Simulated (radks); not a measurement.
The numbers below are computed, except where a source is named.
Problem. Ionisation of Be, [He] 2s2, to Be+, [He] 2s1, under several functionals. Dirac Kohn-Sham, spin-unpolarised, spherical densities, finite nucleus; a radial shooting solver on a logarithmic mesh with Libxc functionals. The NIST Atomic Spectra Database gives 9.323 eV (measured). Rank these functionals by the error of their Delta-SCF ionisation energy: exchange-only B88; PBEsol; LDA (Slater exchange, VWN5 correlation); Wu-Cohen GGA; HCTH/407; exchange-only LDA; revPBE; PW91.

Solution. From best to worst: PBEsol 9.458 eV (+0.135); Wu-Cohen GGA 9.468 eV (+0.145); LDA (Slater exchange, VWN5 correlation) 9.513 eV (+0.190); revPBE 9.558 eV (+0.235); PW91 9.579 eV (+0.257); HCTH/407 9.663 eV (+0.340); exchange-only B88 8.878 eV (-0.445); exchange-only LDA 8.489 eV (-0.834). Spin polarisation and multiplet splitting are left out, so open shells lie too high by an amount that depends on their filling.

Beside tabulated values, note that spin-unpolarised runs miss the spin-polarisation part of the exchange energy of open shells.
